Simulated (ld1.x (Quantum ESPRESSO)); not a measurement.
# P: one change to a TM potential, before and after

```json
{"Element": "P", "Generator": "ld1.x (Quantum ESPRESSO) 7.5", "Type": "norm-conserving Troullier–Martins (Kleinman–Bylander form)", "Functional": "PBE", "Relativity": "scalar-relativistic", "Frozen core": "[Ne]", "Valence charge": "5", "Reference configuration": "3s2 3p3", "Partial waves": "3p (bound): rc 1.60 bohr; 3d channel at -0.1 Ry: rc 1.25 bohr; 3s (bound): rc 1.50 bohr", "Local potential": "the s channel", "Core correction": "Bessel-smoothed model core inside 0.95 bohr"}
```

Change: reference 3s2 3p2.

Cutoffs: the cutoffs (Ry, on a coarse ladder) from which the occupation-weighted sum of valence levels, in a spherical-Bessel basis at the reference potential, stays within 10 and 1 mRy of its value at 400 Ry; they do not see the model core or the augmentation charge, which bear on the density cutoff. Errors are all-electron minus pseudo energies relative to the spin-unpolarised reference configuration.

Q: What does the change do?

A: The potential gets harder (21 Ry and 50 Ry → 25 Ry and 50 Ry); neither file shows a bound ghost.

| quantity | base | changed |
| --- | --- | --- |
| cutoff, loose | 21 Ry | 25 Ry |
| cutoff, tight | 50 Ry | 50 Ry |
| bound ghosts | none | none |
| largest error over its own tests, meV | +140 | +42 |
| s: phases at 1.75 bohr within 0.05 rad from the reference energy up to (Ry; the scan ends near 5) | to the end of the scan | 4.4 |
| p: phases at 1.75 bohr within 0.05 rad from the reference energy up to (Ry; the scan ends near 5) | to the end of the scan | 4.6 |
| d: phases at 1.75 bohr within 0.05 rad from the reference energy up to (Ry; the scan ends near 5) | to the end of the scan | to the end of the scan |
